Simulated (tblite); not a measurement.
Compound: C₃H₁₂N₂Si.
Numbering: `[CH3:1][CH2:2][CH2:3][NH:4][SiH2:5][NH2:6]` (hydrogens: H7, H8, H9 on C1; H10, H11 on C2; H12, H13 on C3; H14 on N4; H15, H16 on Si5; H17, H18 on N6)

Computed with GFN2-xTB (tblite), gas phase: L-BFGS steps from a force-field or distance-geometry start until the largest atomic force falls under 0.01 eV/Å.

Step 25: E = -548.2544 eV
```
atom  x, y, z in Å  |  force x, y, z in eV/Å
C1      2.4100    0.7845   -0.1643   -0.018  -0.034   0.029
C2      1.2518   -0.0572    0.3748    0.091   0.059   0.048
C3      0.4495   -0.7709   -0.7109    0.062   0.088   0.020
N4     -0.7702   -1.3240   -0.1633   -0.005   0.024  -0.031
Si5    -1.9896   -0.4301    0.6501   -0.024   0.059  -0.022
N6     -2.1335    1.1451   -0.0507    0.001   0.021  -0.017
H7      3.0197    0.2070   -0.8608   -0.076   0.041   0.053
H8      2.0492    1.6792   -0.6743   -0.034  -0.179  -0.012
H9      3.0513    1.1111    0.6553   -0.071  -0.048  -0.050
H10     0.5598    0.5773    0.9288    0.082   0.038   0.001
H11     1.6323   -0.8171    1.0601    0.023   0.048   0.052
H12     0.2242   -0.0576   -1.5140    0.003   0.055  -0.063
H13     1.0579   -1.5772   -1.1326   -0.044   0.004  -0.043
H14    -1.0282   -2.1975   -0.5841   -0.003  -0.087  -0.032
H15    -1.6471   -0.1609    2.0470    0.042   0.012   0.070
H16    -3.1860   -1.2728    0.5545   -0.028  -0.022   0.001
H17    -2.5782    1.2325   -0.9504    0.039   0.005  -0.030
H18    -2.3817    1.9348    0.5233   -0.041  -0.083   0.026
```

Step 26: E = -548.2574 eV
```
atom  x, y, z in Å  |  force x, y, z in eV/Å
C1      2.4151    0.7833   -0.1656   -0.018  -0.049   0.053
C2      1.2578   -0.0572    0.3743    0.021  -0.011  -0.027
C3      0.4527   -0.7667   -0.7150    0.015   0.040  -0.004
N4     -0.7706   -1.3144   -0.1688   -0.036  -0.084  -0.085
Si5    -1.9906   -0.4266    0.6465   -0.053   0.038   0.046
N6     -2.1368    1.1510   -0.0449   -0.013   0.047  -0.031
H7      3.0357    0.2021   -0.8497   -0.099   0.044   0.042
H8      2.0528    1.6709   -0.6849   -0.030  -0.162  -0.030
H9      3.0468    1.1189    0.6562   -0.039  -0.022  -0.019
H10     0.5625    0.5743    0.9299    0.130   0.018  -0.011
H11     1.6375   -0.8249    1.0524    0.016   0.088   0.058
H12     0.2278   -0.0557   -1.5221    0.031   0.045  -0.010
H13     1.0513   -1.5812   -1.1375   -0.022   0.052  -0.024
H14    -1.0242   -2.2028   -0.5671    0.056   0.028   0.009
H15    -1.6567   -0.1552    2.0461    0.046   0.003   0.065
H16    -3.1852   -1.2736    0.5518   -0.017  -0.017  -0.004
H17    -2.5737    1.2362   -0.9488    0.043   0.024  -0.026
H18    -2.4109    1.9279    0.5355   -0.034  -0.083  -0.001
```

Step 27: E = -548.2598 eV
```
atom  x, y, z in Å  |  force x, y, z in eV/Å
C1      2.4145    0.7809   -0.1660   -0.060  -0.048   0.057
C2      1.2597   -0.0549    0.3788   -0.074  -0.079  -0.092
C3      0.4558   -0.7608   -0.7152   -0.063  -0.024  -0.029
N4     -0.7704   -1.3128   -0.1759   -0.023   0.143   0.030
Si5    -1.9892   -0.4251    0.6428   -0.024  -0.017   0.075
N6     -2.1327    1.1531   -0.0455    0.027  -0.024  -0.023
H7      3.0338    0.1963   -0.8431   -0.045  -0.012  -0.031
H8      2.0512    1.6619   -0.6913   -0.045  -0.097  -0.057
H9      3.0437    1.1193    0.6512    0.040   0.038   0.078
H10     0.5629    0.5749    0.9354    0.152   0.012  -0.020
H11     1.6394   -0.8258    1.0527    0.013   0.088   0.071
H12     0.2294   -0.0512   -1.5251    0.058   0.039   0.045
H13     1.0491   -1.5784   -1.1393    0.016   0.074  -0.018
H14    -1.0201   -2.2020   -0.5640    0.035  -0.123  -0.066
H15    -1.6594   -0.1508    2.0444    0.051  -0.008   0.047
H16    -3.1848   -1.2716    0.5550   -0.015  -0.021  -0.014
H17    -2.5695    1.2367   -0.9478    0.016   0.042  -0.091
H18    -2.4224    1.9166    0.5412   -0.060   0.015   0.038
```

Q: Estimate the geometry and energy of step 28. (The exact step hangs on the optimiser's Hessian estimate; all steps are aligned on step 27, rigid shifts and turns removed.)

A: E = -548.2626 eV, largest force 0.177 eV/Å
```
atom  x, y, z in Å  |  force x, y, z in eV/Å
C1      2.4185    0.7788   -0.1653   -0.018  -0.038   0.039
C2      1.2648   -0.0570    0.3752   -0.105  -0.112  -0.088
C3      0.4574   -0.7582   -0.7197   -0.095  -0.056  -0.033
N4     -0.7723   -1.3043   -0.1804   -0.060  -0.003  -0.051
Si5    -1.9917   -0.4213    0.6421   -0.017  -0.040   0.091
N6     -2.1371    1.1590   -0.0406   -0.010   0.030   0.011
H7      3.0466    0.1938   -0.8332   -0.032  -0.032  -0.040
H8      2.0549    1.6516   -0.7017   -0.053  -0.053  -0.064
H9      3.0392    1.1266    0.6544    0.040   0.045   0.078
H10     0.5700    0.5715    0.9344    0.129   0.024  -0.009
H11     1.6447   -0.8297    1.0466    0.010   0.074   0.075
H12     0.2337   -0.0493   -1.5318    0.062   0.036   0.075
H13     1.0442   -1.5805   -1.1444    0.024   0.088  -0.011
H14    -1.0150   -2.2084   -0.5491    0.085   0.049   0.007
H15    -1.6670   -0.1464    2.0466    0.047  -0.016   0.024
H16    -3.1846   -1.2734    0.5514   -0.002  -0.010  -0.011
H17    -2.5651    1.2417   -0.9480    0.028   0.052  -0.060
H18    -2.4499    1.9117    0.5519   -0.034  -0.038  -0.033
```

The energy changes by -0.0028 eV. The first-order estimate −F·Δx gives -0.0039 eV and the mean of the old and new forces, exact on a quadratic surface, -0.0028 eV. The step makes an angle of 80° with the force vector and moves no atom by more than 0.030 Å.

The cost below is that of the whole relaxation. The run took 1.4 s wall on an Arm Neoverse N1 with one thread, no GPU (shared host).
